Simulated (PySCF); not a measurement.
PySCF job for C₂H₈O₂Si, SMILES CO[Si@@H](C)O, SMD-B3LYP/6-31G*. Geometry optimised at r2SCAN-D4/def2-SVP. The structure was generated by enumeration; whether it is a known compound was not checked. The values are those of a single conformer.

```python
import numpy as np
from pyscf import gto, scf, dft
from pyscf.solvent import smd

mol = gto.M(
    atom='''
    C     1.32419360   -0.83661710    1.36557032
    O     1.28424466   -0.10672850    0.16016282
    Si   -0.13253154    0.36023859   -0.58288855
    C    -1.26847584   -1.07889830   -0.88825982
    O    -1.00181433    1.41145987    0.37821706
    H     0.71142010   -0.36504720    2.15670758
    H     0.96825739   -1.87561181    1.22975149
    H     2.36619692   -0.88008560    1.71956632
    H     0.33413090    1.02080161   -1.83234722
    H    -2.15262355   -0.76440988   -1.46524812
    H    -0.75870829   -1.87735732   -1.45038567
    H    -1.62906264   -1.50303413    0.06290172
    H    -0.57791860    2.25664528    0.56859135
    ''',
    basis='6-31G*',
    charge=0,
    spin=0,
    max_memory=1600,
    verbose=3,
)
mf = dft.RKS(mol, xc='b3lyp').density_fit(auxbasis='def2-universal-jkfit')
mf.grids.level = 3
mf.conv_tol = 1e-9
mf.max_cycle = 100
mf.kernel()
res = {}
for name in ['water', 'acetonitrile', 'dichloromethane']:
    s = mf.SMD()
    s.with_solvent.solvent, s.with_solvent.sasa_ng = name, 194
    s.kernel(mf.make_rdm1())
    res[name] = (s.e_tot, s.with_solvent.get_cds(), s.dip_moment(), s.mo_energy, s.converged)
    print(f'SMD {name}: dG(solv) = {(s.e_tot - mf.e_tot) * 627.509474:.3f} kcal/mol, of which CDS {res[name][1] * 627.509474:.3f}')
```

Log of the run:

```
converged SCF energy = -521.045842760209
converged SCF energy = -521.052699668001
Dipole moment(X, Y, Z, Debye): -0.01385, -0.22103,  0.90626
SMD water: dG(solv) = -4.303 kcal/mol, of which CDS 4.082
converged SCF energy = -521.052846734772
Dipole moment(X, Y, Z, Debye): -0.01664, -0.20791,  0.90656
SMD acetonitrile: dG(solv) = -4.395 kcal/mol, of which CDS 0.216
converged SCF energy = -521.052966742495
Dipole moment(X, Y, Z, Debye): -0.01319, -0.18881,  0.87912
SMD dichloromethane: dG(solv) = -4.470 kcal/mol, of which CDS -0.192
```

The run converged.
